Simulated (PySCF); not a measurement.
Stepwise substitution at one centre (Sn Br-C2H5). All species are isolated molecules in the gas phase. One relaxed conformer stands for each flexible species; it need not be the lowest. Strings in code marks are SMILES.

All values below come from PBE-D3(BJ)/def2-TZVP // B3LYP-D3(BJ)/def2-SVP (PySCF 2.14.0). All candidates: neutral, multiplicity 1. 

LUMO: -4.58 eV
HOMO–LUMO gap: 3.03 eV
HOMO: -7.61 eV

Q: Identify which member has these values.
(A) `C[CH2][Sn]([CH2]C)([CH2]C)[CH2]C`
(B) `C[CH2][Sn]([Br])([Br])[CH2]C` (C–C–Sn–Br torsion 165°, Br–Sn–C–C torsion -58°)
(C) `[Br][Sn]([Br])([Br])[Br]`

A: C, `[Br][Sn]([Br])([Br])[Br]`. The others give `C[CH2][Sn]([CH2]C)([CH2]C)[CH2]C`: -0.27 eV, 5.56 eV, -5.83 eV; `C[CH2][Sn]([Br])([Br])[CH2]C` (C–C–Sn–Br torsion 165°, Br–Sn–C–C torsion -58°): -2.25 eV, 4.28 eV, -6.53 eV
